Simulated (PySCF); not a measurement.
gallium atom (Ga), doublet. Base run: PySCF with M062X/def2-SVP.

Here is a job for PySCF.
```python
from pyscf import gto, scf, dft, solvent

mol = gto.Mole()
mol.atom = '''
    Ga    0.00000000    0.00000000    0.00000000
'''
mol.basis = 'def2-svp'
mol.spin = 1
mol.verbose = 4
mol.build()

mf = dft.UKS(mol)
mf.xc = 'm062x'
mf.kernel()
mf.analyze()
```

The base run was repeated with changes; each row names its change, and settings that it needs were set with it.

| change | ΔE vs base (kcal/mol) |
|---|---|
| base | 0.000 |
| model = COSMO; solvent = dimethylsulfoxide | -2.77 |
| model = IEF-PCM; solvent = chloroform | -1.97 |
| model = IEF-PCM; solvent = dimethylsulfoxide; vdw_scale = 1.1 | -3.61 |
| model = IEF-PCM; solvent = dimethylsulfoxide | -2.76 |
| model = IEF-PCM; solvent = dimethylsulfoxide; r_probe = 0.5 | -1.45 |
| model = C-PCM; solvent = dimethylsulfoxide | -2.80 |
| model = IEF-PCM; solvent = dimethylsulfoxide; vdw_scale = 1.4 | -1.70 |
| model = SS(V)PE; solvent = dimethylsulfoxide | -2.76 |
| model = IEF-PCM; solvent = methanol | -2.72 |
| model = IEF-PCM; solvent = dimethylsulfoxide; vdw_scale = 1.0 | -5.01 |
| model = ddCOSMO; solvent = dimethylsulfoxide | -2.26 |

The base is the gas phase, so ΔE is the electrostatic part of solvation at a fixed geometry, without cavity and dispersion terms.

Open shells are given as the SCF converged; they aren't shown to be the lowest states, and a large step between rows can be another state.
